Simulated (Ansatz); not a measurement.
A structure relaxed at PBE0-D4/def2-TZVP, charge 0, multiplicity 1:

```xyz
14

C    -1.160    1.205   -0.312
C    -0.180    0.292    0.389
C    -0.358   -1.244    0.208
B     1.210   -1.291    0.185
C     1.281    0.242   -0.145
H    -2.173    1.081    0.083
H    -0.878    2.256   -0.197
H    -1.190    0.982   -1.383
H    -0.162    0.526    1.458
H    -0.951   -1.805    0.933
H    -0.768   -1.445   -0.790
H     2.022   -2.108    0.512
H     2.034    0.902    0.289
H     1.273    0.407   -1.231
```

Problem. Give its formula and SMILES.

Solution. C4H9B, `CC1CBC1`.

Problem. Point group (tolerance 0.08 Å, 0.16 Å for H)?

Solution. Cs.

Problem. Summarise the bond lengths by kind.

Solution. 3 × C–C 1.512 to 1.557 Å; 8 × C–H 1.092 to 1.098 Å; 2 × B–C 1.570 Å; 1 × B–H 1.197 Å.

Program: Ansatz 0.2.0.
